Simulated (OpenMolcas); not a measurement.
3s2 3p3 along the 15-electron sequence

```yaml
Program: OpenMolcas 26.06
Method: SS-CASPT2, IPEA 0.25 Eh, imaginary shift 0.1 Eh
Basis: ANO-R3
Scalar_Hamiltonian: X2C, finite nucleus
Spin-orbit_coupling: RASSI with atomic mean-field integrals over the reference wave functions, term energies averaged over their components
```

Active space for each ion: 5 electrons in 4 orbitals (3s 3p); closed shells correlated by CASPT2: 2s 2p.

Computed levels in cm-1 above 4S* 3/2:

```csv
Level,P,S+,Cl2+,Ar3+
2D* 3/2,11720,15050,18310,21430
2D* 5/2,11730,15070,18360,21540
2P* 1/2,19010,24690,30060,35240
2P* 3/2,19010,24700,30110,35350
weight of 4S* in the lowest level (%),100,100,100,100
```

Measured, with the error of the calculation in %. Measured levels: P, S+ from NIST Handbook of Basic Atomic Spectroscopic Data; Cl2+ from Moore, Atomic Energy Levels, vol. I, NSRDS-NBS 35 (1971 reprint of NBS Circular 467, 1949); Ar3+ from Saloman, J. Phys. Chem. Ref. Data 39, 033101 (2010).

```tsv
Level	P	S+	Cl2+	Ar3+
2D* 3/2	11361 (+3.2)	14853 (+1.3)	18053 (+1.4)	21091 (+1.6)
2D* 5/2	11377 (+3.1)	14885 (+1.3)	18120 (+1.3)	21220 (+1.5)
2P* 1/2	18723 (+1.5)	24525 (+0.7)	29812 (+0.8)	34855 (+1.1)
2P* 3/2	18748 (+1.4)	24572 (+0.5)	29907 (+0.7)	35032 (+0.9)
```

2D* 3/2 changes by a factor of 1.83 over the same range, with steps per unit of Z of +3330, +3260, +3120 cm-1.

CASPT2 breaks the degeneracy within a term, and the mean is taken; among the terms shown or strongly mixed into the levels shown the widest spread is 250 cm-1 (3s2 3p3 2D*, Ar3+). Over all roots computed the reference weight is 0.87 to 0.95 in S+, 0.86 to 0.96 in Cl2+, 0.88 to 0.96 in Ar3+; the roots of lowest weight are the least certain, and an intruder state may touch them. Measured partners are found by configuration, term and J. A level has none where our copy of the source lacks it or the pairing is in doubt (some pairs that miss far off the trend of their configuration count as doubtful), and it then counts in no deviation. Levels of configurations outside the active space are missing.

* marks odd parity.
